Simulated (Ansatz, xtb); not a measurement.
# Relative energy of two structures of GeHInSi2

Structure X: a singlet given by its coordinates. Structure Y: a singlet given by its coordinates. Both are isolated molecules in the gas phase, relaxed with B3LYP-D3(BJ)/def2-SVP.

X (Å):

```xyz
5

Ge   -0.4866   -2.1542    0.2308
In   -2.1686    0.3867    0.3811
Si    1.8482   -2.3441    0.2536
Si    0.7724   -0.1013    0.3930
H     2.3127   -0.6476    0.3781
```

Close contacts (Å): Ge1–In2 3.05, Ge1–Si3 2.34, Ge1–Si4 2.41, In2–Si4 2.98, Si3–Si4 2.49, Si3–H5 1.76, Si4–H5 1.63.

Y (Å):

```
atom    x (Å)    y (Å)    z (Å)
  Ge  -0.0209  -1.5035  -1.7638
  In  -3.0028  -1.5597  -1.2647
  Si  -1.0391  -0.6447   0.6041
  Si   1.0959  -0.6829   0.0553
   H   2.4498  -0.3503   0.6018
```

Close contacts (Å): Ge1–In2 3.02, Ge1–Si3 2.72, Ge1–Si4 2.29, In2–Si3 2.86, Si3–Si4 2.20, Si4–H5 1.50.

**Question.** Estimate which is lower in electronic energy at CCSD(T)/def2-SVP + ΔMP2/def2-TZVPP, and by roughly how much.

**Answer.** The CCSD(T)/def2-SVP + ΔMP2/def2-TZVPP calculation puts structure Y lower, by 4.5 kcal/mol.

How the difference moves with the method:

```tsv
level	geometry	E(Y) − E(X) (kcal/mol)	departure from the last row (kcal/mol)	job, with rough time for the two
B3LYP-D3(BJ)/def2-SVP	B3LYP-D3(BJ)/def2-SVP	−6.2	−1.7	optimisation, 91 s
HF/def2-SVP	B3LYP-D3(BJ)/def2-SVP	−11.6	−7.1	part of the CCSD(T) run
MP2/def2-SVP	B3LYP-D3(BJ)/def2-SVP	−5.1	−0.5	part of the CCSD(T) run
CCSD(T)/def2-SVP	B3LYP-D3(BJ)/def2-SVP	−5.9	−1.4	single point
CCSD(T)/def2-SVP + ΔMP2/def2-TZVPP	B3LYP-D3(BJ)/def2-SVP	−4.5		single point, 52 s
```

None of the levels shown reverses the order. The largest departure from CCSD(T)/def2-SVP + ΔMP2/def2-TZVPP is that of HF/def2-SVP, 7.1 kcal/mol. Levels run at GFN2-xTB geometries aren't shown. The last row adds to CCSD(T) the change of the MP2 difference between the two basis sets, here +1.4 kcal/mol.

With harmonic frequencies from B3LYP-D3(BJ)/def2-SVP (ideal gas, rigid rotor, one conformer each, 298.15 K, 1 atm): on the last row, ΔE + ΔZPE = −4.0 kcal/mol. A mode under 50 cm⁻¹ makes harmonic enthalpies and free energies unreliable, so none is given.

The correlated steps freeze 23 core orbitals; the filled d shell of Ge and In is correlated, in a basis made for valence electrons. Atoms past krypton carry core potentials in the def2 sets and no spin–orbit term is included. Run with Ansatz 0.2.0; the last row on 1 thread of Intel(R) Xeon(R) 6975P-C (Granite Rapids) on a shared host.
